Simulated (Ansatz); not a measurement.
Molecule: C4H11BO2, charge 0, multiplicity 1. SMILES: COB(OC)CC
Structure (B3LYP-D3(BJ)/def2-TZVP (Ansatz, a program for electronic structure) minimum search):
```xyz
18

C      0.8405     2.6236    -0.0699
C     -0.2267     1.7288     0.5634
B     -0.1774     0.1998     0.1706
O     -1.2598    -0.5491     0.5478
C     -1.4070    -1.9584     0.5458
O      0.9307    -0.2420    -0.4960
C      1.1629    -1.5009    -1.1041
H      0.7663     2.6171    -1.1593
H      1.8447     2.2793     0.1821
H      0.7474     3.6596     0.2631
H     -0.1608     1.7879     1.6573
H     -1.2289     2.1062     0.3327
H     -1.6511    -2.3324    -0.4508
H     -2.2323    -2.1997     1.2153
H     -0.5102    -2.4644     0.9073
H      1.9896    -1.3756    -1.8028
H      0.2915    -1.8533    -1.6582
H      1.4458    -2.2535    -0.3654
```

Quantity: vertical ionisation energy (to the doublet state of charge +1; each state is the SCF solution reached for its spin; the UHF <S^2> is 0.88 for the doublet (pure: 0.75); for the doublet the Hartree-Fock reference is unstable and T1 is 0.036), in eV. Correlated levels leave the core frozen unless marked. UHF or UKS for open shells. Spin-orbit coupling is left out. No relativistic terms.  The program attaches cautions to a run behind CCSD/aug-cc-pVDZ: other roots. The program attaches cautions to a run behind CCSD(T)/aug-cc-pVDZ: other roots.

| level | program | vertical ionisation energy (eV) |
|---|---|---|
| HF/aug-cc-pVTZ | Ansatz | 9.75 |
| SVWN5/def2-TZVPD | Ansatz | 9.58 |
| PBE/def2-TZVPD | Ansatz | 9.45 |
| r2SCAN/def2-TZVPD | Ansatz | 9.66 |
| B3LYP/def2-TZVPD | Ansatz | 9.98 |
| PBE0/def2-TZVPD | Ansatz | 10.01 |
| BHLYP/def2-TZVPD | Ansatz | 10.44 |
| CAM-B3LYP/def2-TZVPD | Ansatz | 10.34 |
| wB97M-V/def2-TZVPD | Ansatz | 10.40 |
| wB97X-V/def2-TZVPD | Ansatz | 10.44 |
| B2PLYP/def2-TZVPD | Ansatz | 10.27 |
| RI-MP2/aug-cc-pVTZ | Ansatz | 11.33 |
| CCSD/aug-cc-pVDZ | Ansatz | 10.58 |
| CCSD(T)/aug-cc-pVDZ | Ansatz | 10.50 |
